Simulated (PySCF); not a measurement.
# What a mistake does to a calculation on BCGeH6Si

All numbers below are calculated, not measured. They come from PySCF 2.14.0, an open-source quantum chemistry program, on an isolated molecule that a program drew, which may never have been made. The molecule is BCGeH6Si (charge 0, doublet), drawn as the SMILES string `C=[B][GeH][SiH3]`.

Each row is a Hartree-Fock (HF) and frozen-core CCSD(T) single point in the cc-pV(D+d)Z basis, meant for a local HF minimum. Run 1 is clean. Each other run has one planted mistake out of seven kinds, and not every kind appears here: one electron removed, one electron added, multiplicity raised by two, geometry at a saddle point, minimal basis STO-3G, one bond length entered in bohr, all coordinates scaled. The reference is restricted for singlets and unrestricted otherwise, and also for a bond in bohr. Adding or removing an electron swaps singlet and doublet. Electrons count all cores. HOMO and LUMO are orbital energies over both spins, the gradient is its largest component, and the lowest frequency (negative if imaginary) is given only where the gradient is small. Bond lengths are over the 9 bonds as drawn. T1 is the CCSD diagnostic: over 0.02 (restricted) or 0.045 (unrestricted) a single reference is doubtful. Germanium has the cc-pVDZ-PP basis, with a core potential (ECP10MDF) in place of its 10 inner electrons, and its 3s, 3p and 3d shells are frozen in CCSD(T).

Geometry of the clean run:
```xyz
10
BCGeH6Si, angstrom
C    -0.5923    1.0988   -1.4459
B    -0.5276    0.6973   -0.1185
Ge   -0.4523   -0.0064    1.7609
Si    1.6112   -0.7928    2.6811
H    -1.0844    0.4987   -2.2053
H    -0.1608    2.0335   -1.7900
H    -1.4105    0.6560    2.7510
H     2.3006   -1.6057    1.6566
H     2.4823    0.3341    3.0859
H     1.3161   -1.6238    3.8696
```

| run | electrons | basis functions | <S^2> | HOMO (eV) | LUMO (eV) | gradient (hartree/bohr) | lowest frequency (cm^-1) | mean bond (Å) | longest bond (Å) | T1 | HF (hartree) | CCSD(T) (hartree) | mistake |
|---|---|---|---|---|---|---|---|---|---|---|---|---|---|
| 1 | 63 | 104 | 0.766 | -8.56 | 0.26 | 2.4e-05 | 62 | 1.5476 | 2.392 | 0.0167 | -648.28172 | -648.74702 | no fault |
| 2 | 63 | 104 | 3.775 | -5.58 | 0.49 | 8.8e-02 | - | 1.5476 | 2.392 | 0.0151 | -648.19801 | -648.62723 | multiplicity raised by two |
| 3 | 63 | 104 | 0.774 | -8.51 | 0.26 | 7.6e-03 | - | 1.5646 | 2.419 | 0.0182 | -648.28064 | -648.74755 | all coordinates scaled |
| 4 | 63 | 104 | 1.586 | -8.56 | 0.22 | 8.6e-03 | - | 1.6939 | 2.797 | 0.0459 | -648.17145 | -648.62696 | ? |
| 5 | 64 | 104 | 0.000 | -1.51 | 7.45 | 4.3e-02 | - | 1.5476 | 2.392 | 0.0190 | -648.30262 | -648.80261 | ? |

**Which mistake was planted in run 4, and what did it cost?**

The mean bond changes by a factor of 1.095 and the longest by 1.169, so the molecule wasn't scaled as a whole. A length L in bohr read as angstrom grows by (1/0.5292 - 1) L = 0.890 L. The 9 bonds together grew by 9 x 0.1463 = 1.317 Å, which gives L = 1.480 Å. That is the length of one of the H-Si bonds, 1.480 Å in the clean geometry. So the mistake is: one bond length entered in bohr. Subtracting run 1 and multiplying by 627.51 kcal/mol a hartree, the energy moved by 69.2 kcal/mol in HF and 75.3 kcal/mol in CCSD(T).

**Which mistake was planted in run 5, and what did it cost?**

It counts 64 electrons, one more than the clean run, at the same geometry and basis. So the mistake is: one electron added. Subtracting run 1 and multiplying by 627.51 kcal/mol a hartree, the energy moved by -13.1 kcal/mol in HF and -34.9 kcal/mol in CCSD(T).

Cautions from the logs. Run 4: T1 is over the limit, so its CCSD(T) energy is less reliable.
